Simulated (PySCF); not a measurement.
PySCF input for C3H9AlO2, SMILES C[CH2][Al]([OH])[O]C, HF/pcSseg-1. Coordinates come from a B3LYP-D3(BJ)/def2-SVP optimisation. The values are those of a single conformer.

```python
import numpy as np
from pyscf import gto, scf, dft
from pyscf.prop.nmr import rhf as nmr

mol = gto.M(
    atom='''
    Al   -0.06773180    0.08113747    0.06263035
    C     1.80993169   -0.31830064   -0.26542127
    C     2.82771219    0.62255726    0.39755708
    H     1.95596579   -0.33746278   -1.36169066
    H     1.98414976   -1.36351717    0.05200400
    H     2.72290975    0.62783580    1.49455789
    H     2.69539568    1.66482594    0.06494589
    H     3.86800536    0.33426856    0.16833662
    O    -0.46719282    1.41435224    1.05098573
    H    -1.34153690    1.72638861    1.29687704
    O    -1.26130315   -0.90488789   -0.64109103
    C    -2.64343859   -1.05078086   -0.72351608
    H    -2.95936195   -2.03953387   -0.34132877
    H    -3.19653174   -0.28271557   -0.14570850
    H    -2.98574641   -0.98144616   -1.77306419
    ''',
    basis='pcSseg-1',
    charge=0,
    spin=0,
    max_memory=1600,
    verbose=3,
)
mf = scf.RHF(mol)
mf.conv_tol = 1e-10
mf.max_cycle = 100
mf.kernel()
n = nmr.NMR(mf)
n.verbose = 2
n.max_cycle_cphf = 60
sigma = n.kernel()
print('atom   isotropic/ppm   span/ppm')
for i, s in enumerate(sigma):
    w = np.linalg.eigvalsh((s + s.T) / 2)
    print(f'{mol.atom_symbol(i):2s}{i + 1:3d} {w.mean():14.3f} {w[2] - w[0]:11.3f}')
```

It prints:

```
converged SCF energy = -510.537984949218
atom   isotropic/ppm   span/ppm
Al  1        470.925     143.955
C   2        197.635      29.935
C   3        180.342      13.932
H   4         31.739      12.304
H   5         31.738      12.296
H   6         30.681      11.205
H   7         30.686      11.206
H   8         30.466      13.391
O   9        323.150      84.929
H  10         29.869      23.580
O  11        342.900      79.935
C  12        141.975      69.684
H  13         28.098      11.403
H  14         28.296      10.906
H  15         28.098      11.403
```

Self-consistency was reached.

Cost: roughly 25 core-seconds.
